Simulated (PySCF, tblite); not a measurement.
Isomers of C4H12N2Si2. Level: GFN2-xTB in tblite, geometry and Hessian alike; calculated harmonic values, unscaled, isolated species. This tight-binding method is rough: wavenumbers can miss measured ones by several per cent, in bad cases by 10 to 20. Modes of hydrogen on silicon can be 10 to 20 % off. One conformer each.

Electronic energies: PBE0/pcSseg-1 single points on the GFN2-xTB geometries (PySCF, gas phase).

```tsv
SMILES	electronic energy, lowest = 0 (kJ/mol)
N#C[SiH2][SiH2]CCCN	40.1
C[C@@]([SiH3])(CC#N)[SiH2]N	0.0
CC1=NN([SiH3])C[C@@H]1[SiH3]	88.3
```

Q: How do GFN2-xTB zero-point energies change the relative energies?

A: 
```json
{"SMILES": "C[C@@]([SiH3])(CC#N)[SiH2]N", "ZPE (kJ/mol)": "386.1", "of it from modes above 1550 cm⁻¹": "212.6", "electronic (kJ/mol)": "0.0", "with ZPE, lowest = 0 (kJ/mol)": "0.0", "lowest mode (cm⁻¹)": "62", "rings": "0"}
{"SMILES": "N#C[SiH2][SiH2]CCCN", "ZPE (kJ/mol)": "394.7", "of it from modes above 1550 cm⁻¹": "222.2", "electronic (kJ/mol)": "40.1", "with ZPE, lowest = 0 (kJ/mol)": "48.7", "lowest mode (cm⁻¹)": "10", "rings": "0"}
{"SMILES": "CC1=NN([SiH3])C[C@@H]1[SiH3]", "ZPE (kJ/mol)": "383.3", "of it from modes above 1550 cm⁻¹": "197.5", "electronic (kJ/mol)": "88.3", "with ZPE, lowest = 0 (kJ/mol)": "85.6", "lowest mode (cm⁻¹)": "38", "rings": "1"}
```

The zero-point energies span 11.4 kJ/mol, from `CC1=NN([SiH3])C[C@@H]1[SiH3]` to `N#C[SiH2][SiH2]CCCN`. The order is unchanged.

Q: And how do the electronic energies of GFN2-xTB itself compare?

A: `C[C@@]([SiH3])(CC#N)[SiH2]N` 110.5; `N#C[SiH2][SiH2]CCCN` 249.7; `CC1=NN([SiH3])C[C@@H]1[SiH3]` 0.0 kJ/mol, lowest = 0. Against the energies above, taken from the same isomer `C[C@@]([SiH3])(CC#N)[SiH2]N`, the largest difference is 198.8 kJ/mol.
